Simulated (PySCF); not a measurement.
Input and output

[TaH6]2− (doublet). PySCF 2.14.0, UKS TPSS, Ta x2c-SVPall, H x2c-SVPall; spin-free X2C-1e, Gaussian nucleus; density fitting; C-PCM eps 78.36 (cavity of 1.2 × van der Waals radii, 2.4 Å on f atoms and on d metals without a tabulated radius); no spin-orbit coupling. Purpose: basis and core treatment x2c-SVP.

```python
mol = gto.M(atom='''
Ta    -0.02902    -0.01205    -0.00000
H      1.47965    -0.04362     1.10111
H     -0.66722     1.09000     1.38608
H     -0.75199    -1.33354     1.10244
H      1.47965    -0.04362    -1.10111
H     -0.66722     1.09000    -1.38608
H     -0.75199    -1.33354    -1.10244''',
    basis={'Ta': 'x2c-SVPall', 'H': 'x2c-SVPall'},
    nucmod='G',
    charge=-2, spin=1)
mf = dft.UKS(mol, xc='TPSS')
mf.grids.atom_grid = (99, 590)
mf = mf.density_fit()  # fitting sets: Ta AutoAux, H AutoAux
mf = mf.sfx2c1e()
mf = mf.PCM(); mf.with_solvent.method = 'C-PCM'  # radii 1.2 x van der Waals (1.2 x 2.0 A for f atoms and untabulated d metals)
mf.with_solvent.eps = 78.36
mf.conv_tol = 1e-08; mf.max_cycle = 55
mf.kernel(dm0)  # dm0: free metal ions and neutral atoms
mf.nuc_grad_method().kernel()
```

Run from Python with OMP_NUM_THREADS=2; the lines above give its settings. Where DIIS fails, smearing, a level shift and second-order steps follow.
It took 46 s on 2 threads of Intel(R) Xeon(R) CPU @ 2.60GHz (Ice Lake), on a shared host.

Q: Where do the frontier levels lie, over both spins?

A: HOMO -2.62 eV, LUMO -1.83 eV. 

Q: What does the SCF print?

A: 
```
Solvent Energy = -0.366920732899215
init E= -15607.7466943108
Solvent Energy = -0.345594383310605
cycle= 1 E= -15607.8926906662  delta_E= -0.146  |g|= 0.173  |ddm|= 1.81
Solvent Energy = -0.349637053354797
...
cycle= 10 E= -15607.9174241477  delta_E= -2.11e-10  |g|= 6.21e-06  |ddm|= 6.25e-05
Solvent Energy = -0.351263269434796
Extra cycle  E= -15607.9174241477  delta_E= -6.18e-11  |g|= 2e-06  |ddm|= 2.39e-05
converged SCF energy = -15607.9174241477  <S^2> = 0.75365145  2S+1 = 2.0036481
```

Q: What are the Mulliken charges and spins?

A: 
```tsv
atom	charge (e)	spin (e)
Ta1	-0.696	1.176
H2	-0.205	-0.028
H3	-0.243	-0.032
H4	-0.204	-0.028
H5	-0.205	-0.028
H6	-0.243	-0.032
H7	-0.204	-0.028
```

Q: What forces act on the atoms (eV/Å)?

A: 
```
Ta   0.10 -0.16  0.00
H   -0.29  0.01 -0.17
H    0.11 -0.18 -0.24
H    0.13  0.25 -0.17
H   -0.29  0.01  0.17
H    0.11 -0.18  0.24
H    0.13  0.25  0.17
```
Forces carry noise of the integration grid, about 0.01 to 0.03 eV/Å.

Open shells may have lower solutions than the one found.
